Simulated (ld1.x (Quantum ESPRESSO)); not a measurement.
**Pr (Z = 59): one change to an ultrasoft potential, before and after**

praseodymium, ultrasoft, made with ld1.x (Quantum ESPRESSO) 7.5 (PBEsol, scalar-relativistic). Core [Kr] 4d10, reference 4f3 5s2 5p6 5d1 6s1 6p0. Waves: 5s (bound): rcut 2.00, rcutus 2.40 bohr; 6s (bound): rcut 2.00, rcutus 2.40 bohr; 5p (bound): rcut 2.35, rcutus 2.70 bohr; 6p (bound, empty): rcut 2.35, rcutus 2.70 bohr; 5d (bound): rcut 3.20, rcutus 3.95 bohr; 5d channel at 2.35 Ry: rcut 3.20, rcutus 3.95 bohr; 4f (bound): rcut 1.25, rcutus 1.45 bohr; 4f channel at 4.65 Ry: rcut 1.25, rcutus 1.45 bohr. Local part: all-electron potential smoothed inside 3.55 bohr (lloc = -1). Core correction: Bessel-smoothed model core inside 1.35 bohr. Augmentation charge: PSQ, radius 1.00 bohr.

Change: core correction Bessel-smoothed model core inside 1.70 bohr.

Cutoffs: the cutoffs (Ry, on a coarse ladder) from which the occupation-weighted sum of valence levels, in a spherical-Bessel basis at the reference potential, stays within 10 and 1 mRy of its value at 400 Ry; they do not see the model core or the augmentation charge, which bear on the density cutoff. Errors are all-electron minus pseudo energies relative to the spin-unpolarised reference configuration.

How do hardness, ghosts and transferability respond?

The potential gets neither clearly harder nor softer (70 Ry and 100 Ry → 70 Ry and 100 Ry); of the 7 tests that both files solve, the error grows in 0 and shrinks in 6 by more than 15 % and 0.3 meV (median size 34.6 → 10.9 meV); neither file shows a bound ghost. A wider model core is smoother and lowers the density cutoff, which this test does not measure.

```csv
quantity,base,changed
"cutoff, loose",70 Ry,70 Ry
"cutoff, tight",100 Ry,100 Ry
bound ghosts,none,none
"error for 4f3 5s2 5p6 5d0 6s2 6p0, meV [ΔE -1.57 eV]",-29,-14
"error for 4f3 5s2 5p6 5d0 6s1 6p0, meV [ΔE 4.17 eV]",-30,-11
"error for 4f3 5s2 5p6 5d0 6s0 6p0, meV [ΔE 14.70 eV]",-35,-9.4
"error for 4f3 5s2 5p6 5d1 6s0 6p0, meV [ΔE 5.06 eV]",-2.3,-2.1
"error for 4f2 5s2 5p6 5d0 6s2 6p0, meV [ΔE 6.00 eV]",-50,-9.9
"error for 4f3 5s2 5p5 5d0 6s2 6p0, meV [ΔE 24.55 eV]",-65,-34
"error for 4f3 5s2 5p6 5d0 6s0 6p2, meV [ΔE 3.10 eV]",-35,-13
s: phases at 4.28 bohr within 0.05 rad from the reference energy up to (Ry; the scan ends near 5),1.9,1.9
p: phases at 4.28 bohr within 0.05 rad from the reference energy up to (Ry; the scan ends near 5),2.6,2.6
d: phases at 4.28 bohr within 0.05 rad from the reference energy up to (Ry; the scan ends near 5),4.0,4.0
f: phases at 4.28 bohr within 0.05 rad from the reference energy up to (Ry; the scan ends near 5),0.6,0.6
lowest overlap eigenvalue by channel,"s 0.16, p 0.12, d 0.80, f 0.97","s 0.16, p 0.12, d 0.80, f 0.97"
```
